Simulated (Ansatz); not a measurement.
`CB(C)C=O` + H₂ → `CBC` + `C=O` at 298.15 K and 1 bar (hydrogenolysis of a B–C bond).

Program: Ansatz. Geometries: PBE0-D4/def2-TZVP. ΔE: electronic, gas phase. CCSD(T)/CBS adds triple-zeta CCSD(T) − MP2 to the extrapolated MP2 energy (def2 sets, frozen cores). This one scheme is used for every species. One conformer a species, not always the lowest.

| species | CCSD(T)/CBS energy (Eh) | H − E (kJ/mol) | S (J/(mol·K)) |
| --- | --- | --- | --- |
| `CB(C)C=O` | -218.32562 | 270.3 | 355.0 |
| H₂ | -1.17544 | 35.1 | 130.4 |
| `CBC` | -105.11307 | 238.0 | 286.3 |
| `C=O` | -114.39408 | 80.1 | 218.6 |

H − E and S are ideal-gas, rigid-rotor, harmonic terms from PBE0-D4/def2-TZVP, for one conformer and one mirror image of each species. The MP2-based limit puts H₂ 0.8 mEh under its directly extrapolated value; such offsets cancel only in part. 1 Eh = 2625.50 kJ/mol, R = 8.31446 J/(mol·K).

Question: By hand: ΔE, ΔH, ΔS and ΔG.

Answer: ΔE = (-105.11307) + (-114.39408) − (-218.32562) − (-1.17544) = -0.00609 Eh = -16.0 kJ/mol. Δ(H − E) = 238.0 + 80.1 − 270.3 − 35.1 = 12.7, so ΔH = -3.3 kJ/mol. ΔS = 286.3 + 218.6 − 355.0 − 130.4 = 19.5 J/(mol·K). ΔG = -3.3 − 298.15 × (19.5)/1000 = -9.1 kJ/mol.

Question: By hand: the equilibrium constant, and the temperature at which ΔG would vanish if ΔH and ΔS stayed fixed.

Answer: log₁₀ K = −ΔG/(RT ln 10) = 1.6. ΔH and −TΔS have one sign here, so there is no such temperature.

TΔS isn't small against ΔH here. A doubt of 5 kJ/mol in ΔE shifts log₁₀ K by 0.9 here. Other conformers and mirror images would add mixing entropy, several J/(mol·K) or more a flexible species. Modes under 60 cm⁻¹, often nearly free rotors, make the harmonic entropy too high. These are equilibria of isolated gas molecules and say nothing of rates. Largest T1 diagnostic: 0.015 (customary marks: 0.02 for closed shells, 0.045 for open ones).
